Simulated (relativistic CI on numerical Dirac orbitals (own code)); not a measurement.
# Slater and spin-orbit integrals, Hf60+

Calculated at this level of theory: Dirac-Coulomb-Breit CI, KLI orbitals optimised for each configuration, model QED (radiative potential, 1s self-energy scaled to tabulated hydrogen-like ionisation energies), unscaled Slater integrals (own radial code, finite nucleus).

Slater integrals F^k, G^k are unscaled and averaged over j, outside the closed core [Ne]; ζ comes from projecting the Hamiltonian with its Breit term on Σ l·s of the shell.

- 3s3p: G^1(3s,3p) = 667630, ζ(3p) = 1.7437e+06 cm⁻¹; <r>(3s) = 0.1894, <r^2>(3s) = 0.041, <r>(3p) = 0.1849, <r^2>(3p) = 0.03962 (bohr units).
- 3p²: F^2(3p,3p) = 527150, ζ(3p) = 1.7435e+06 cm⁻¹; <r>(3p) = 0.185, <r^2>(3p) = 0.03967 (bohr units).
- 3s3d: G^2(3s,3d) = 415620, ζ(3d) = 237220 cm⁻¹; <r>(3s) = 0.1895, <r^2>(3s) = 0.04103, <r>(3d) = 0.1632, <r^2>(3d) = 0.03066 (bohr units).

Averages of the first 10 configurations, taken without configuration mixing, which lowers the lowest level and can move excited configurations by several eV; other configurations of the list can lie among them:

```
Configuration  Parity  States  Average energy above the lowest level (eV)
          3s²    even       1                                         4.2
         3s3p     odd      12                                       363.7
          3p²    even      15                                       746.2
         3s3d    even      20                                       713.8
          3d²    even      45                                      1435.9
         3p3d     odd      60                                      1086.5
         3p4s     odd      12                                      3373.1
         3d4s    even      20                                      3710.8
         3s4s    even       4                                      2998.5
         3s4p     odd      12                                      3154.1
```
